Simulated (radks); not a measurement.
Task: The gold ion Au2+, 77 electrons, occupied as [Xe] 4f14 5d9. Method: Dirac Kohn-Sham, LDA (Slater exchange, Perdew-Wang correlation), spin-unpolarised, spherical densities, finite nucleus; open shells fill j = l - 1/2 first; Fermi nuclear charge, rms radius 5.4371 fm; computed with a radial shooting solver on a logarithmic mesh with Libxc functionals. Some entries of the table are withheld. Estimate them.

orbital,occ.,eigenvalue (eV),r(max) (bohr),<1/r> (bohr^-1)
1s1/2,2,-80566.75,0.01043,95.60
2s1/2,2,-14224.23,0.06044,23.50
2p1/2,2,-13650.01,0.04447,23.48
2p3/2,4,-11816.51,0.05185,19.13
3s1/2,2,-3373.186,0.1701,8.625
3p1/2,2,-3113.269,0.1586,8.545
3p3/2,4,-2708.774,0.1737,7.412
3d3/2,4,-2273.802,(1),7.312
3d5/2,6,-2186.782,(2),7.054
4s1/2,2,(3),0.3834,3.653
4p1/2,2,-637.3064,0.3814,3.546
4p3/2,4,-540.0525,0.4125,3.150
4d3/2,4,(4),0.4052,2.948
4d5/2,6,(5),0.4148,2.856
5s1/2,2,-129.9832,0.8481,1.483
4f5/2,6,-105.1159,0.3726,2.481
4f7/2,8,-101.2995,0.3773,2.446
5p1/2,2,-93.7411,0.8954,1.356
5p3/2,4,-76.9751,0.9759,1.210
5d3/2,4,-28.6081,1.181,0.8943
5d5/2,5,-26.8920,1.219,0.8595

Result: 
(1) 3d3/2 r(max) (bohr): 0.1351
(2) 3d5/2 r(max) (bohr): 0.1393
(3) 4s1/2 eigenvalue (eV): -748.3363
(4) 4d3/2 eigenvalue (eV): -357.5527
(5) 4d5/2 eigenvalue (eV): -339.4366
